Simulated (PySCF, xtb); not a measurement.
C₅H₉B, SMILES C#CB(C)CC.

Coordinates come from a B3LYP-D3(BJ)/def2-SVP optimisation. This is a generated structure with no PubChem entry under its InChIKey; it may be hypothetical. The values are those of a single conformer.

These are PySCF 2.14.0 with C-PCM-M06-2X/def2-SVP values and carry that method's errors.

The values are the electrostatic part of the solvation free energy, E(continuum) − E(gas) at the gas-phase geometry, in a cavity of scaled van der Waals radii (PySCF's table); cavitation and dispersion terms are not included. In vacuum the orbital gap is 8.40 eV. The dipole moment in vacuum is 0.13 D.

Computed values in water (ε = 78.36), chloroform (ε = 4.71), ethanol (ε = 24.85):
| solvent | ε | ΔG(elec) (kcal/mol) | dipole (D) | gap (eV) |
|---|---|---|---|---|
| water | 78.36 | -2.9 | 0.17 | 8.48 |
| chloroform | 4.71 | -2.3 | 0.16 | 8.46 |
| ethanol | 24.85 | -2.8 | 0.17 | 8.48 |

For comparison, GFN2-xTB/ALPB(water) (xtb, at the GFN2-xTB geometry, all terms of that model) gives -1.0 kcal/mol.
